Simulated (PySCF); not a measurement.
Job file and geometry (Å, from GFN2-xTB) of an NMR shielding run on `C(C)C[Si]1(O[SiH3])CC1`, C$_{5}$H$_{14}$OSi$_{2}$, PySCF, GIAO PBE0/pcSseg-1 NMR shielding, non-relativistic, gas phase; density fitting, a coarse starting grid and PySCF grid level 2 are the driver's defaults:

```
$ OMP_NUM_THREADS=1 python probes_run.py task.json out

{"job": {"kind": "nmr", "xc": "PBE0", "basis": "pcSseg-1"}, "charge": 0, "multiplicity": 1}
C      2.599241    -0.288734    -2.573884
C      1.547668    -0.666224    -1.536981
C      0.778884     0.554116    -1.043330
Si    -0.536007     0.119085     0.238241
O     -1.260436     1.495244     0.715511
Si    -2.315051     2.225190     1.713298
C     -0.456242    -1.330912     1.429843
C     -1.510790    -1.486225     0.292796
H      3.316647     0.411408    -2.150964
H      2.132929     0.181107    -3.437297
H      3.139258    -1.170017    -2.912946
H      2.032857    -1.156104    -0.691082
H      0.849280    -1.382317    -1.973121
H      0.308418     1.051023    -1.893273
H      1.478680     1.273365    -0.615185
H     -1.719350     2.258987     3.047671
H     -3.563993     1.465689     1.720417
H     -2.459271     3.548934     1.117487
H     -0.867499    -1.250720     2.426785
H      0.354141    -2.045649     1.401352
H     -1.319197    -2.291760    -0.402213
H     -2.540577    -1.496099     0.622593
```

Q: Write the output of this run.

A: 
```
coarse grid: 18448 points
cycle   1  E = -852.3818032032  dE =  7.533e-01  |g| = 8.530e-01  |ddm| = 4.142e+00
cycle   2  E = -852.2233623209  dE =  1.584e-01  |g| = 1.249e+00  |ddm| = 1.674e+00
cycle   3  E = -852.5249233559  dE = -3.016e-01  |g| = 1.464e-01  |ddm| = 1.130e+00
cycle   4  E = -852.5290683855  dE = -4.145e-03  |g| = 4.529e-02  |ddm| = 1.564e-01
cycle   5  E = -852.5295567549  dE = -4.884e-04  |g| = 1.022e-02  |ddm| = 4.581e-02
cycle   6  E = -852.5295788820  dE = -2.213e-05  |g| = 3.522e-03  |ddm| = 1.201e-02
cycle   7  E = -852.5295821261  dE = -3.244e-06  |g| = 4.933e-04  |ddm| = 3.768e-03
final grid: 166312 points
cycle   8  E = -852.5874856294  dE = -3.375e-05  |g| = 1.146e-02  |ddm| = 2.890e-02
cycle   9  E = -852.5874543855  dE =  3.124e-05  |g| = 1.681e-02  |ddm| = 2.133e-02
cycle  10  E = -852.5875144665  dE = -6.008e-05  |g| = 1.768e-03  |ddm| = 1.353e-02
cycle  11  E = -852.5875151073  dE = -6.407e-07  |g| = 2.221e-04  |ddm| = 1.605e-03
cycle  12  E = -852.5875151172  dE = -9.920e-09  |g| = 5.615e-05  |ddm| = 2.502e-04
cycle  13  E = -852.5875151179  dE = -6.471e-10  |g| = 1.887e-05  |ddm| = 7.495e-05
converged SCF energy = -852.5875151179

GIAO shielding tensors (ppm)
atom      isotropic    diamagn.    paramagn.     s11        s22        s33       span
  0 C      166.655     243.875     -77.220    152.814    158.719    188.433     35.619
  1 C      168.341     248.659     -80.318    161.793    168.238    174.992     13.199
  2 C      169.466     257.549     -88.083    144.087    160.755    203.556     59.469
  3 Si     408.958     882.810    -473.852    290.759    308.011    628.104    337.345
  4 O      337.286     401.242     -63.956    293.039    320.797    398.022    104.982
  5 Si     390.952     880.248    -489.296    351.841    356.939    464.075    112.234
  6 C      187.792     259.747     -71.955    170.359    188.774    204.242     33.883
  7 C      188.930     260.216     -71.286    170.212    191.462    205.118     34.906
  8 H       30.760      28.357       2.403     26.621     28.983     36.675     10.054
  9 H       30.765      28.150       2.615     26.636     28.961     36.699     10.063
 10 H       30.386      26.646       3.740     25.359     27.560     38.239     12.880
 11 H       30.676      33.348      -2.672     24.369     32.166     35.491     11.122
 12 H       30.716      33.027      -2.310     24.358     32.257     35.534     11.176
 13 H       30.344      34.369      -4.025     25.846     30.056     35.129      9.283
 14 H       30.387      34.837      -4.449     25.828     30.099     35.236      9.408
 15 H       26.693      29.491      -2.799     23.174     24.931     31.973      8.800
 16 H       26.719      29.391      -2.672     22.899     25.497     31.762      8.863
 17 H       26.665      28.834      -2.169     22.679     24.933     32.383      9.704
 18 H       30.807      33.353      -2.546     26.053     27.948     38.421     12.368
 19 H       31.213      34.218      -3.005     26.216     28.502     38.921     12.705
 20 H       31.241      33.981      -2.739     26.205     28.547     38.973     12.769
 21 H       30.766      33.082      -2.315     25.952     27.916     38.432     12.480
```

Q: Turn these shieldings into chemical shifts. References, each an isolated molecule treated in the same way: ¹³C (186.93 ppm) and ²⁹Si (349.16 ppm) and ¹H (31.72 ppm) against TMS; ¹⁷O (336.08 ppm) vs H2O.

A: Averaging equivalent atoms: C 0: 20.3; C 1: 18.6; C 2: 17.5; C 6/7: -1.4; Si 5: -41.8; Si 3: -59.8; O 4: -1.2; H 15/16/17: 5.02; H 13/14: 1.35; H 8/9/10: 1.08; H 11/12: 1.02; H 18/21: 0.93; H 19/20: 0.49 ppm. Experimental scales use liquid or dissolved standards, which lie at an offset from isolated H2O (liquid H2O: subtract about 36 ppm).

Size and cost of the density-fitted run: 220 basis functions, 84 s wall time on 1 thread of an Arm Neoverse N1, shared host; peak memory 0.97 GiB.
